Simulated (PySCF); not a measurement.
## Gas-phase thermal properties of SrCl

Computed with PySCF (xtb for GFN2) and rigid-rotor harmonic-oscillator thermochemistry at 1 bar. Table values come from the NASA 1993 polynomials. Open shells (unrestricted): SrCl (multiplicity 2). GFN2 has no spin-polarisation term. Sr: scalar-relativistic def2 core potential, no spin-orbit coupling. The harmonic model lacks anharmonicity and excited electronic states, which grow with temperature; levels with a mode under 35 cm⁻¹ are left out. The table's entry may be an old estimate for SrCl (not checked at source).

```tsv
level	point group	σ	ZPE (kJ/mol)	S°298 (J/mol/K)	Cp298 (J/mol/K)	S°1000 (J/mol/K)	H1000 − H298 (kJ/mol)
table	-	-	-	252.3	36.3	297.3	26.2
GFN2-xTB	C∞v	1	1.4	253.4	36.6	298.3	26.1
PBE/def2-SVP	C∞v	1	1.9	252.2	36.0	296.8	25.9
PBE0/def2-TZVP	C∞v	1	1.8	252.4	36.1	297.0	26.0
```
σ: rotational symmetry number. Electronic degeneracy used: 2. Frequencies are unscaled.
